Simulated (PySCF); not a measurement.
Be(Br)(SeH) (BeBrHSe), SMILES [SeH][Be][Br]. Coordinates come from a B3LYP-D3(BJ)/def2-TZVP optimisation. One conformer was computed; it need not be the lowest.

The numbers are results of B3LYP-D3(BJ)/def2-TZVP run with PySCF, not measurements.

Harmonic wavenumbers (cm⁻¹): 177, 206, 224, 572, 947, 2390. Rotational constants (GHz): 233.6, 0.7930, 0.7903; symmetry number 1.

Q: Work out the zero-point energy and the ideal-gas rigid-rotor harmonic-oscillator thermochemistry at 298.15 K and 1 atm.

A: ZPE = ½ Σ hcν = ½ × 4516 cm⁻¹ = 27.01 kJ/mol. H − E(el) = 41.90 kJ/mol. Entropy in J/(mol K): translation 172.72, rotation 105.43, vibration 29.20, total 307.35. G − E(el) = -49.73 kJ/mol. Cp = 62.71 J/(mol K).
